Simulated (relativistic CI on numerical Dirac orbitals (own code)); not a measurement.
# Hyperfine structure of W⁵⁶⁺, mass number 183

Method of calculation: Dirac-Coulomb-Breit CI, separate exchange-only KLI orbitals for each configuration, model QED (radiative potential, 1s self-energy scaled to tabulated hydrogen-like ionisation energies), unscaled Slater integrals (own radial code, finite nucleus).

Configurations in the expansion (outside the closed core [Ne]): 3s2 3p6, 3s2 3p5 3d, 3s 3p6 3d, 3s2 3p5 4s, 3s2 3p5 4p, 3s2 3p5 4d, 3s 3p6 4s, 3p6 3d 4p, 3p6 3d2, 3p5 3d3, 3p5 3d2 4s, 3p5 3d2 4p, 3p5 3d2 4d, 3p6 3d 4s, 3p5 3d 4s2, 3p5 3d 4s 4p, 3p5 3d 4s 4d. Double excitations out of closed p, d and f shells are left out; levels of such configurations are missing from the list, as are those of other unlisted configurations, and high levels can miss mixing partners.

Nuclear spin I = 1/2, μ = 0.11739 μN (tables of Stone and Pyykkö). The electronic factors are computed for point nuclear moments, without core polarisation or the Bohr-Weisskopf and QED corrections.

```csv
Level,E (10³ cm⁻¹),A (GHz)
3s2 3p5 3d 3P°_1,2004.3,34.11
3s2 3p5 3d 3F°_3,2038.5,37.36
3s2 3p5 3d 3D°_2,2072.6,37.41
3s2 3p5 3d 3F°_4,2610.6,24.72
3s2 3p5 3d 3D°_3,2747.6,21.59
3s2 3p5 3d 1P°_1,2987.5,-15.91
3s2 3p5 3d 3F°_2,4788.0,129
3s 3p6 3d 3D_1,6566.3,-306.5
```

Levels with J = 0, under 50 % of one LS term, or S terms without an open s electron are left out. Small factors come from cancelling terms and can be off by tens of per cent or more.

At this charge energies of transitions that change n are usually good to better than 1 %, and those within a shell (Δn = 0) to a few per cent.

Question: Give the hyperfine levels of 3s2 3p5 3d 3F°_2 relative to its centre of gravity.

Answer: With K = F(F + 1) − I(I + 1) − J(J + 1), E = AK/2: F = 3/2: -193.5, F = 5/2: 129 GHz.

LS names give the leading component of a level, which can be under half, so a name can repeat, a term be missing and a line seem to break the LS rules.
